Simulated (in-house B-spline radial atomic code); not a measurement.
Whole-atom quantities along the 1-electron series, configuration 1s1. Breit and QED terms are first order and not part of the total energy; the density at the nucleus is averaged over the nuclear charge. Computed with a B-spline radial code for spherical atoms: Dirac-Hartree-Fock, average of the configuration, finite nuclei.

| ion | Z | E/Z² (Eh) | Σ<r²> (bohr²) | n(0)/Z³ (bohr⁻³) | Lamb diamagnetic shielding (ppm) | self-energy (eV) | vacuum polarisation (eV) | Dirac less non-relativistic energy (Eh) |
| --- | --- | --- | --- | --- | --- | --- | --- | --- |
| Ce57+ | 58 | -0.5246 | 0.0007968 | 0.81624 | 1136.04 | 65.232 | -9.7266 | -82.755 |
| Pr58+ | 59 | -0.52555 | 0.00076675 | 0.84125 | 1160.01 | 69.212 | -10.478 | -88.925 |
| Nd59+ | 60 | -0.52651 | 0.0007382 | 0.86721 | 1184.25 | 73.372 | -11.277 | -95.453 |
| Pm60+ | 61 | -0.52751 | 0.00071103 | 0.89313 | 1208.78 | 77.718 | -12.126 | -102.35 |
| Sm61+ | 62 | -0.52852 | 0.00068516 | 0.91711 | 1233.6 | 82.257 | -13.026 | -109.63 |
| Eu62+ | 63 | -0.52956 | 0.00066051 | 0.94605 | 1258.73 | 86.995 | -13.984 | -117.33 |
| Gd63+ | 64 | -0.53063 | 0.000637 | 0.97553 | 1284.17 | 91.94 | -15.001 | -125.44 |
| Tb64+ | 65 | -0.53172 | 0.00061455 | 1.0137 | 1309.98 | 97.098 | -16.085 | -134.02 |
| Dy65+ | 66 | -0.53283 | 0.00059312 | 1.0398 | 1336.07 | 102.48 | -17.226 | -143.03 |
| Ho66+ | 67 | -0.53398 | 0.00057263 | 1.0772 | 1362.55 | 108.09 | -18.444 | -152.54 |
| Er67+ | 68 | -0.53515 | 0.00055304 | 1.1123 | 1389.39 | 113.93 | -19.732 | -162.54 |
| Tm68+ | 69 | -0.53635 | 0.00053428 | 1.1538 | 1416.63 | 120.02 | -21.102 | -173.07 |
| Yb69+ | 70 | ? | ? | ? | ? | ? | ? | ? |
| Lu70+ | 71 | ? | ? | ? | ? | ? | ? | ? |
| Hf71+ | 72 | -0.54012 | 0.0004826 | 1.2768 | 1500.71 | 139.87 | -25.711 | -207.99 |
| Ta72+ | 73 | -0.54144 | 0.00046676 | 1.3247 | 1529.62 | 147.04 | -27.437 | -220.84 |
| W73+ | 74 | -0.54279 | 0.00045155 | 1.3741 | 1558.98 | 154.51 | -29.264 | -234.32 |
| Re74+ | 75 | ? | ? | ? | ? | ? | ? | ? |
| Os75+ | 76 | -0.54559 | 0.00042291 | 1.4788 | 1619.15 | 170.38 | -33.249 | -263.3 |

(1) Fill in the row of Yb69+.

(2) Fill in the row of Lu70+.

(3) Fill in the row of Re74+.

(4) With what power of Z does the column «self-energy (eV)» change over this range?

## Answers

(1) E/Z² (Eh): -0.53758; Σ<r²> (bohr²): 0.00051632; n(0)/Z³ (bohr⁻³): 1.1899; Lamb diamagnetic shielding (ppm): 1444.23; self-energy (eV): 126.37; vacuum polarisation (eV): -22.547; Dirac less non-relativistic energy (Eh): -184.13.

(2) E/Z² (Eh): -0.53883; Σ<r²> (bohr²): 0.00049911; n(0)/Z³ (bohr⁻³): 1.2293; Lamb diamagnetic shielding (ppm): 1472.24; self-energy (eV): 132.98; vacuum polarisation (eV): -24.08; Dirac less non-relativistic energy (Eh): -195.75.

(3) E/Z² (Eh): -0.54417; Σ<r²> (bohr²): 0.00043694; n(0)/Z³ (bohr⁻³): 1.427; Lamb diamagnetic shielding (ppm): 1588.83; self-energy (eV): 162.28; vacuum polarisation (eV): -31.202; Dirac less non-relativistic energy (Eh): -248.47.

(4) A fit of the logarithm of its size against log Z from Z = 58 to 76 has slope 3.55. One-loop self-energy scales as Z⁴F(Zα), with F falling from low Z to about Z = 90.
